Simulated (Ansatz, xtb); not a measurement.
# H5NOSiZn: which of two structures lies lower

We compare X, `[NH2][Zn][O][SiH3]`, a singlet, with Y, a singlet given by its coordinates. Both are isolated molecules in the gas phase, relaxed with PBE0-D4/def2-SVP.

X (Å):

```yaml
atoms:
  - { symbol: N, position_ang: [-1.8534, 0.9718, -1.8076] }
  - { symbol: O, position_ang: [0.8976, -0.4637, -0.0421] }
  - { symbol: Si, position_ang: [2.4277, -1.0353, -0.1585] }
  - { symbol: Zn, position_ang: [-0.4000, 0.2419, -1.0131] }
  - { symbol: H, position_ang: [-2.3094, 0.4021, -2.5168] }
  - { symbol: H, position_ang: [-1.7270, 1.8993, -2.2066] }
  - { symbol: H, position_ang: [2.5275, -2.1959, -1.1074] }
  - { symbol: H, position_ang: [2.9094, -1.4986, 1.1794] }
  - { symbol: H, position_ang: [3.3864, 0.0107, -0.6527] }
```

Y (Å):

| atom | x (Å) | y (Å) | z (Å) |
| --- | --- | --- | --- |
| N | -0.9388 | 2.0285 | 0.3519 |
| O | 0.1087 | -0.3502 | 0.0265 |
| Si | 0.0171 | 1.1551 | -0.7799 |
| Zn | 1.1420 | -2.2041 | -0.5937 |
| H | -1.3275 | 1.7187 | 1.2397 |
| H | -1.1842 | 2.9964 | 0.1641 |
| H | 1.7701 | -1.7971 | -1.9684 |
| H | -0.3142 | -0.5145 | 0.8801 |
| H | 0.7268 | -3.0328 | 0.6797 |

Close contacts (Å): N1–Si3 1.72, O2–Si3 1.71, O2–Zn4 2.21, N1–H5 1.02, N1–H6 1.02, O2–H8 0.97, Zn4–H7 1.57, Zn4–H9 1.58.

Q: Which of the two would you expect CCSD(T)/def2-SVP + ΔMP2/def2-TZVPP electronic energies to favour?

A: Structure X; the calculation gives E(Y) − E(X) = +1.219 eV.

Level by level:

```
                             level          geometry  E(Y) − E(X) (eV)  departure from the last row (eV)  job, with rough time for the two
                  PBE0-D4/def2-SVP  PBE0-D4/def2-SVP              +1.045                            −0.173                optimisation, 56 s
                       HF/def2-SVP  PBE0-D4/def2-SVP              +1.169                            −0.050           part of the CCSD(T) run
                      MP2/def2-SVP  PBE0-D4/def2-SVP              +1.213                            −0.006           part of the CCSD(T) run
                  CCSD(T)/def2-SVP  PBE0-D4/def2-SVP              +1.040                            −0.179                      single point
CCSD(T)/def2-SVP + ΔMP2/def2-TZVPP  PBE0-D4/def2-SVP              +1.219                                                  single point, 14 s
```

The levels shown agree on the order. The largest departure from CCSD(T)/def2-SVP + ΔMP2/def2-TZVPP is that of CCSD(T)/def2-SVP, 0.179 eV. Levels run at GFN2-xTB geometries aren't shown. The last row adds to CCSD(T) the change of the MP2 difference between the two basis sets, here +0.179 eV, a large step that makes the value less sure.

With harmonic frequencies from PBE0-D4/def2-SVP (ideal gas, rigid rotor, one conformer each, 298.15 K, 1 atm): on the last row, ΔE + ΔZPE = +1.195 eV. A mode under 50 cm⁻¹ makes harmonic enthalpies and free energies unreliable, so none is given.

The correlated steps freeze 12 core orbitals; the last core shell of Zn is correlated, in a basis made for valence electrons. Run with Ansatz 0.2.0; the last row on 2 threads of AMD EPYC 9B45 (Zen 5) on a shared host.
